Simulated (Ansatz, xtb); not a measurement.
# Relative energy of two isomers of C8H10

Structure X: `CC1C=CC=CC=C1`, a singlet. Structure Y: `Cc1ccccc1C`, a singlet. Both are isolated molecules in the gas phase, relaxed with PBE-D3(BJ)/def2-SVP.

Q: Estimate which is lower in electronic energy at CCSD(T)/def2-SVP + ΔMP2/def2-TZVPP, and by roughly how much.

A: The CCSD(T)/def2-SVP + ΔMP2/def2-TZVPP calculation puts structure Y lower, by 1.445 eV.

Level by level:

```csv
level,geometry,E(Y) − E(X) (eV),departure from the last row (eV),"job, with rough time for the two"
GFN2-xTB,GFN2-xTB,−1.526,−0.081,"optimisation, 0.21 s"
HF/STO-3G,GFN2-xTB,−2.160,−0.715,"single point, 0.6 s"
r2SCAN-D4/def2-SVP,GFN2-xTB,−1.627,−0.182,"single point, 3.4 s"
PBE-D3(BJ)/def2-SVP,PBE-D3(BJ)/def2-SVP,−1.524,−0.078,"optimisation, 19 s"
HF/def2-SVP,PBE-D3(BJ)/def2-SVP,−1.696,−0.250,part of the CCSD(T) run
MP2/def2-SVP,PBE-D3(BJ)/def2-SVP,−1.589,−0.144,part of the CCSD(T) run
CCSD(T)/def2-SVP,PBE-D3(BJ)/def2-SVP,−1.452,−0.007,single point
CCSD(T)/def2-SVP + ΔMP2/def2-TZVPP,PBE-D3(BJ)/def2-SVP,−1.445,,"single point, 95 s"
```

As drawn, Y has 6 C∷C in place of 3 C–C, 3 C=C (∷ is an aromatic bond). Structure X has a 7-membered ring, Y a 6-membered ring (with an aromatic ring).

None of the levels shown reverses the order. The largest departure from CCSD(T)/def2-SVP + ΔMP2/def2-TZVPP is that of HF/STO-3G, 0.715 eV. The last row adds to CCSD(T) the change of the MP2 difference between the two basis sets, here +0.007 eV.

With thermal terms from frequencies at re-optimised GFN2-xTB minima (ideal gas, soft modes damped towards free rotors, one conformer each, 298.15 K, 1 atm): on the last row, ΔE + ΔZPE = −1.429, ΔH = −1.420, ΔG = −1.426 eV.

The correlated steps freeze 8 core orbitals. Run with Ansatz 0.2.0, xtb 6.7.1; the last row on 4 threads of Intel(R) Xeon(R) Platinum 8259CL CPU @ 2.50GHz (Skylake/Cascade Lake) on a shared host.
